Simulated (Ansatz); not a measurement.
CH4ClOSi, SMILES `C[Si](O)Cl` radical. The species carries charge 0 and has multiplicity 2.

```xyz
8

C    -0.4101    0.7734   -0.7827
Si    0.1777   -0.8234   -0.0296
O     1.4203   -0.4349    0.9753
Cl   -1.3648   -1.6819    1.0653
H    -1.2599    0.5966   -1.4432
H    -0.7148    1.4561    0.0156
H     0.3960    1.2359   -1.3557
H     1.7556   -1.1218    1.5549
```

(1) List the harmonic frequencies (cm⁻¹, unscaled) at PBE0-D4/def2-TZVP in Ansatz. (An estimate is asked.)

(2) Is this a minimum?

(3) Give the ideal-gas thermochemistry at 298.15 K and 1 bar (rigid rotor, harmonic oscillator; point group C1, symmetry number 1).

(4) And at 400, 500, 600, 800 and 1000 K?

(5) Rotational constants (cm⁻¹)?

Answers

(1) The calculation gave: 137, 177, 215, 272, 310, 499, 701, 755, 781, 850, 911, 1259, 1435, 1441, 3051, 3141, 3159, 3912.

(2) Yes, all 18 modes are real.

(3) Zero-point energy 137.6 kJ/mol; H(298) − E = 156.3 kJ/mol; entropy 331.4 J/(mol·K), of which translation 165.7, rotation 109.8, vibration 50.0, electronic 5.8; G(298) − E = 57.5 kJ/mol.

(4) 
```
T (K)  H − E (kJ/mol)  S (J/mol/K)  G − E (kJ/mol)
  400           166.3        360.2            22.2
  500           177.4        384.9           -15.1
  600           189.3        406.7           -54.7
  800           215.3        444.0          -139.9
 1000           243.4        475.3          -231.9
```

(5) 0.2142, 0.1109, 0.07943.
